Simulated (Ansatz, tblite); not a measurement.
Forces on the cluster ZrTe₂⁺ at its r2SCAN-D4/def2-TZVP geometry. The state is a doublet with charge 1.

In the def2 sets Te, Zr take a core potential; there is no spin–orbit coupling. The xTB rows come from tblite. The structure comes from a short search, and lower isomers may exist.

GFN1-xTB (tblite), largest force 1.57 eV/Å:

```xyz
3
positions Å, forces eV/Å
Zr   -0.432    1.181    0.844   -0.447    1.221    0.873
Te   -0.987   -1.224   -0.152   -0.377   -0.927   -0.302
Te    1.419    0.043   -0.692    0.824   -0.295   -0.571
```

GFN2-xTB (tblite), largest force 2.91 eV/Å:

```
Zr -0.829 2.265 1.619
Te -1.527 -2.155 -0.373
Te 2.356 -0.110 -1.246
```

PBE-D4/def2-TZVP (Ansatz), largest force 0.20 eV/Å:

```
Zr -0.014 0.037 0.027
Te -0.165 -0.109 0.025
Te 0.179 0.072 -0.052
```
